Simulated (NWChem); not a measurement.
System: MgSiH3F; SMILES [F][Mg][SiH3]

```xyz
6

Mg     0.0000     0.0000     0.7797
F      0.0000     0.0000     2.5245
Si     0.0000     0.0000    -1.7859
H     -1.1873     0.7042    -2.3579
H     -0.0162    -1.3803    -2.3579
H      1.2035     0.6761    -2.3579
```
Atoms are numbered in this order, from 1.

Results from NWChem. All runs use the structure optimised with B3LYP/6-31G* (spherical d). Total energies compare along this basis series because the functional is fixed.

```json
[
 {"level": "PBE/def2-SVP", "basis functions": "65", "energy (Ha)": "-590.6548", "highest occupied level (eV)": "-6.53", "orbital gap (eV)": "4.71", "dipole (D)": "1.23"},
 {"level": "PBE/def2-SVPD", "basis functions": "92", "energy (Ha)": "-590.6689", "highest occupied level (eV)": "-6.56", "orbital gap (eV)": "4.70", "dipole (D)": "1.43"},
 {"level": "PBE/def2-TZVP", "basis functions": "118", "energy (Ha)": "-590.9525", "highest occupied level (eV)": "-6.52", "orbital gap (eV)": "4.58", "dipole (D)": "1.33"},
 {"level": "PBE/def2-TZVPP", "basis functions": "147", "energy (Ha)": "-590.9531", "highest occupied level (eV)": "-6.52", "orbital gap (eV)": "4.58", "dipole (D)": "1.33"},
 {"level": "PBE/def2-QZVP", "basis functions": "268", "energy (Ha)": "-590.9809", "highest occupied level (eV)": "-6.50", "orbital gap (eV)": "4.56", "dipole (D)": "(withheld)"}
]
```

Q: What belongs in the gaps?

A: 
- PBE/def2-QZVP, dipole (D): 1.29
